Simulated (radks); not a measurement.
Polarisability of neutral platinum, [Xe] 4f14 5d9 6s1, at imaginary frequency. Method: non-relativistic Kohn-Sham, PBE, spin-unpolarised, spherical densities, point nucleus; relativity is left out, which matters for an element this heavy; computed with a radial shooting solver on a logarithmic mesh with Libxc functionals. Response by self-consistent Sternheimer equations with the Hartree and adiabatic LDA kernel.

w (hartree),alpha1(iw) (bohr^3)
0.00266,61.82
0.0143,61.29
0.0360,58.54
0.0697,51.49
0.118,40.69
0.186,29.71
0.280,21.02
0.413,14.75
0.605,10.25
0.892,6.904
1.35,4.355
2.12,2.454
3.59,1.161
6.94,0.4279
17.5,0.1040

Static values: alpha1 = 61.84 bohr^3 (9.164 angstrom^3; uncoupled 103.8). C6 = 572.6, triple-dipole C9 = 23230 atomic units. One-pole (London) frequency 4 C6 / (3 alpha1^2) = 0.200 hartree, against 0.151 for minus the highest occupied eigenvalue. Recommended static value: 48 bohr^3 (Schwerdtfeger and Nagle, 2023 table).

Beside tabulated values, note that spin-unpolarised runs miss the spin-polarisation part of the exchange energy of open shells.
